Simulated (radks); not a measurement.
Question: Species: the praseodymium ion Pr+. Configuration: [Xe] 4f3 6s1 (the NIST ground configuration). Calculated with a radial shooting solver on a logarithmic mesh with Libxc functionals: Dirac Kohn-Sham, PBE, spin-unpolarised, spherical densities, finite nucleus; open shells fill j = l - 1/2 first; Fermi nuclear charge, rms radius 4.8919 fm. Some entries of the table are withheld. Estimate them.

orbital,occ.,eigenvalue (eV),r(max) (bohr),<1/r> (bohr^-1)
1s1/2,2,-41780.12,0.01541,64.69
2s1/2,2,-6723.271,0.08741,15.28
2p1/2,2,-6354.756,0.06651,(1)
2p3/2,4,-5872.522,0.07186,(2)
3s1/2,2,-1454.804,0.2493,5.526
3p1/2,2,-1298.019,0.2361,5.440
3p3/2,4,-1202.476,0.2476,5.067
3d3/2,4,-928.8520,0.1986,(3)
3d5/2,6,-908.2596,0.2019,(4)
4s1/2,2,-293.6653,0.5794,2.290
4p1/2,2,-234.9932,0.5878,2.185
4p3/2,4,-214.4439,0.6126,2.062
4d3/2,4,(5),0.6313,1.840
4d5/2,6,(6),0.6395,1.809
5s1/2,2,(7),1.355,0.8795
5p1/2,2,-29.2138,1.487,0.7710
5p3/2,4,-26.4290,1.559,0.7276
6s1/2,1,-8.0717,3.610,0.3085
5d3/2,0,(8),2.182,0.4529
5d5/2,0,(9),2.224,0.4433
4f5/2,3,-7.1191,0.6901,1.190
4f7/2,0,-6.7777,0.6955,1.175
6p1/2,0,-5.3855,(10),0.2489
6p3/2,0,-5.1129,(11),0.2388

Answer: 
(1) 2p1/2 <1/r> (bohr^-1): 15.26
(2) 2p3/2 <1/r> (bohr^-1): 13.77
(3) 3d3/2 <1/r> (bohr^-1): 4.934
(4) 3d5/2 <1/r> (bohr^-1): 4.840
(5) 4d3/2 eigenvalue (eV): -118.1200
(6) 4d5/2 eigenvalue (eV): -114.5163
(7) 5s1/2 eigenvalue (eV): -44.7718
(8) 5d3/2 eigenvalue (eV): -7.4456
(9) 5d5/2 eigenvalue (eV): -7.2473
(10) 6p1/2 r(max) (bohr): 4.411
(11) 6p3/2 r(max) (bohr): 4.605
